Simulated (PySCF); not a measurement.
Ionisation energy of Xe²⁺ by level of theory

Xe²⁺ [Kr] 4d10 5s2 5p4 (3P) → Xe³⁺ [Kr] 4d10 5s2 5p3 (4S), as a difference of total energies. Calculation: PySCF 2.14, in aug-cc-pVTZ-PP with ECP28MDF; a scalar-relativistic core potential. Correlated levels: valence: 4s2 4p6 4d10 frozen. The calculations carry no spin-orbit coupling.

```json
{"method": "UHF", "ionisation energy (eV)": "29.366", "difference from reference (eV)": "-1.684"}
{"method": "LDA", "ionisation energy (eV)": "30.811", "difference from reference (eV)": "-0.239"}
{"method": "PBE", "ionisation energy (eV)": "30.477", "difference from reference (eV)": "-0.573"}
{"method": "PBE0", "ionisation energy (eV)": "30.500", "difference from reference (eV)": "-0.550"}
{"method": "r2SCAN", "ionisation energy (eV)": "30.514", "difference from reference (eV)": "-0.536"}
{"method": "r2SCAN0", "ionisation energy (eV)": "30.527", "difference from reference (eV)": "-0.523"}
{"method": "wB97M-V", "ionisation energy (eV)": "30.465", "difference from reference (eV)": "-0.585"}
{"method": "CAM-B3LYP", "ionisation energy (eV)": "30.702", "difference from reference (eV)": "-0.348"}
{"method": "B2PLYP", "ionisation energy (eV)": "30.403", "difference from reference (eV)": "-0.647"}
{"method": "MP2 (valence)", "ionisation energy (eV)": "30.000", "difference from reference (eV)": "-1.050"}
{"method": "SCS-MP2 (valence)", "ionisation energy (eV)": "30.066", "difference from reference (eV)": "-0.984"}
```

Reference: 31.05 ± 0.04 eV (semi-empirical (NIST evaluation); NIST Atomic Spectra Database, ionization energies).

The reference lies between the lowest fine-structure levels, while these numbers refer to the centres of the terms.

Errors of the correlated levels include the incompleteness of this basis and the frozen core.
